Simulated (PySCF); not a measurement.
C4H12FNSi

The system: C4H12FNSi, a molecule drawn to mimic a surface site (built as: C site whose three back bonds go to SiH3, CH3, F; end group N(CH3)2); neutral, singlet. The structure, one conformer, was relaxed in the gas phase by PBE0-D3(BJ)/def2-SVP. No frequency run checks that it is a minimum.

SMILES: CN(C)C(C)(F)[SiH3]

```xyz
19

C     0.599   -0.088   -0.161
Si    1.569    1.330    0.718
C     1.244   -1.424    0.159
F     0.874    0.146   -1.549
N    -0.793   -0.067    0.089
C    -1.573   -1.151   -0.476
C    -1.442    1.212   -0.090
H     3.021    1.006    0.592
H     1.207    1.396    2.167
H     1.327    2.656    0.080
H     1.034   -1.712    1.200
H     2.331   -1.367    0.019
H     0.870   -2.211   -0.512
H    -2.611   -1.064   -0.123
H    -1.587   -1.146   -1.584
H    -1.201   -2.127   -0.138
H    -2.476    1.155    0.283
H    -1.473    1.545   -1.146
H    -0.933    1.993    0.495
```
Atoms count from 1 in this order.

Shieldings: GIAO PBE0/pcSseg-1. Shifts are against computed references at the same level: C TMS (σ 184.4 ppm), H TMS (σ 31.27 ppm), Si TMS (σ 352.0 ppm). Core levels by delta-SCF with SCAN, pcX-2 on the ionised atom and pcseg-1 elsewhere, spin-free X2C (2p3/2 is the spin-free 2p value less a third of a first-order spin-orbit splitting); from the vacuum level, for chosen atoms.

(1) Give the shieldings and core levels atom by atom.

(2) Which of C1, C3 holds its core electrons tightest, and by how much against the loosest?

(3) By CAM-B3LYP/def2-SVPD (TDDFT singlets, Tamm-Dancoff triplets, ionisation by delta-SCF), where does absorption start, and what does vertical ionisation take?

## Answers

(1) 
```
      atoms               bonded to  σ (ppm)  δ (ppm)  core level (eV)
         C1  1 C + 1 F + 1 N + 1 Si     79.2    105.2        1s 292.70
        Si2               1 C + 3 H    408.3    -56.3     2p3/2 106.61
         C3               1 C + 3 H    158.2     26.2        1s 290.76
         F4                     1 C    347.2        -        1s 691.03
         N5                     3 C    204.5        -        1s 405.03
         C6               1 N + 3 H    150.0     34.4                -
         C7               1 N + 3 H    140.0     44.4                -
  H8 H9 H10                    1 Si    27.19     4.08                -
H11 H12 H13                     1 C    29.69     1.58                -
H14 H15 H16                     1 C    28.90     2.37                -
H17 H18 H19                     1 C    28.66     2.61                -
```

Values are those of this one static structure, with the three H of a rotating XH3 group averaged; atoms that internal rotation interchanges would show their mean in an NMR spectrum.

(2) C1 (bonded to 1 C + 1 F + 1 N + 1 Si), by 1.94 eV over C3 (bonded to 1 C + 3 H).

(3) The lowest singlet lies at 6.51 eV (f 0.010), the strongest of the first 6 at 7.18 eV (f 0.017), the lowest triplet at 6.39 eV; vertical ionisation takes 8.83 eV.
